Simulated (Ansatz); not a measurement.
Stepwise reaction of `C[N](C)[In]([Cl])[Cl]` with ammonia, as a gas-phase model of exchange steps in deposition or etching. ΔE in kJ/mol.

Gas-phase electronic energies from Ansatz, PBE0-D4/def2-TZVP geometries. CCSD(T)/CBS adds triple-zeta CCSD(T) − MP2 to the extrapolated MP2 energy (def2 sets, frozen cores). This one scheme is used for every species. DFT in def2-TZVPP. B3LYP here is the variant with VWN-RPA as its local correlation; programs differ in this. def2 core potentials past Kr. For In outer-core shells are correlated without core-valence functions, which leaves a few kJ/mol of doubt a bond. One conformer a species, not always the lowest.

| step | reaction | PBE-D4 | B3LYP-D4 | ωB97M-V | CCSD(T)/CBS |
| --- | --- | --- | --- | --- | --- |
| 2 | `C[N](C)[In]([NH2])[Cl]` + NH₃ → `C[N](C)[In]([NH2])[NH2]` + HCl | 122.8 | 126.3 | 124.9 | 120.8 |

Give the row of step 1, `C[N](C)[In]([Cl])[Cl]` + NH₃ → `C[N](C)[In]([NH2])[Cl]` + HCl. (Best estimate.)

Computed: 
```
step                                                        reaction  PBE-D4  B3LYP-D4  ωB97M-V  CCSD(T)/CBS
   1  `C[N](C)[In]([Cl])[Cl]` + NH₃ → `C[N](C)[In]([NH2])[Cl]` + HCl   106.7     110.9    110.7        106.5
```

By hand: ΔE of the 2 steps together at CCSD(T)/CBS.

(106.5) + (120.8) = 227.3 kJ/mol, or 113.7 kJ/mol a step.

In ΔE each step is higher than the one before. All are uphill at CCSD(T)/CBS. PBE-D4 differs from CCSD(T)/CBS by 0.2 to 2.0 kJ/mol a step. Isolated molecules leave out the surface, adducts and barriers. Largest T1 diagnostic: 0.014.
